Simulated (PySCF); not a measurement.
## Computed structure and properties of W6

System: W6 (triplet); start: released along the symmetry-breaking force (D4h). Method: PySCF 2.14.0, UKS PBE, W def2-SVP with ECP60; non-relativistic Hamiltonian with scalar-relativistic core potentials where named; density fitting; no spin-orbit coupling.

Input of the relaxation:

```python
mol = gto.M(atom='''
W      1.74815     0.00046     0.00012
W     -0.00048     1.81182    -0.00000
W     -1.74815    -0.00046    -0.00012
W      0.00048    -1.81182     0.00000
W     -0.00012     0.00000     1.81182
W      0.00012    -0.00000    -1.81182''',
    basis={'W': 'def2-SVP'},
    ecp={'W': 'def2-SVP'},
    charge=0, spin=2)
mf = dft.UKS(mol, xc='PBE')
mf.grids.atom_grid = (50, 194)
mf = mf.density_fit()  # fitting sets: W def2-universal-JKFIT
mf.conv_tol = 1e-08; mf.max_cycle = 55
mf.kernel(dm0)  # dm0: converged density of the start geometry
# quasi-Newton relaxation in Cartesian coordinates to a largest gradient under 0.00045 Eh/bohr
```

Run from Python with OMP_NUM_THREADS=4; the lines above give its settings. Where DIIS fails, smearing, a level shift and second-order steps follow.
It took 60 s on 4 threads of Arm Neoverse V1, on a shared host, from the converged density of the start.

Course of the relaxation:

| step | energy above end (eV) | largest force component within the symmetry (eV/Å) |
| --- | --- | --- |
| 0 | 0.0007 | 0.084 |
| 1 | 0.0004 | 0.064 |
| 2 | 0.0000 | 0.003 |

Relaxed geometry (nearly Oh):

```xyz
6

W     1.7539    0.0005    0.0001
W    -0.0005    1.8089    0.0000
W    -1.7539   -0.0005   -0.0001
W     0.0005   -1.8089    0.0000
W    -0.0001    0.0000    1.8089
W     0.0001    0.0000   -1.8089
```

```csv
contact,Å
W4–W1,2.520
W3–W2,2.520
W4–W3,2.520
W2–W1,2.520
W6–W3,2.520
W6–W1,2.520
W5–W1,2.520
W5–W3,2.520
W6–W4,2.558
```

On the finer grid (75, 302):

The HOMO is -3.40 eV and the LUMO is -3.22 eV. The dipole about the centre of mass is 0.00 D, the spin squared is 2.021 and the set of Mulliken populations of W1 outside the core potential is s 3.14, p 6.15, d 4.61, f 0.05. The D3(BJ) dispersion energy (not in the energies) is -0.536 eV.

| atom | Mulliken (e) | Löwdin (e) | spin (e) |
| --- | --- | --- | --- |
| W1 | 0.06 | 0.03 | -0.01 |
| W2 | -0.03 | -0.02 | 0.50 |
| W3 | 0.06 | 0.03 | -0.01 |
| W4 | -0.03 | -0.02 | 0.50 |
| W5 | -0.03 | -0.02 | 0.50 |
| W6 | -0.03 | -0.02 | 0.50 |

No frequency check is given here.

One start shape was tried, so this needn't be the lowest isomer.

Open shells may have lower solutions than the one found.
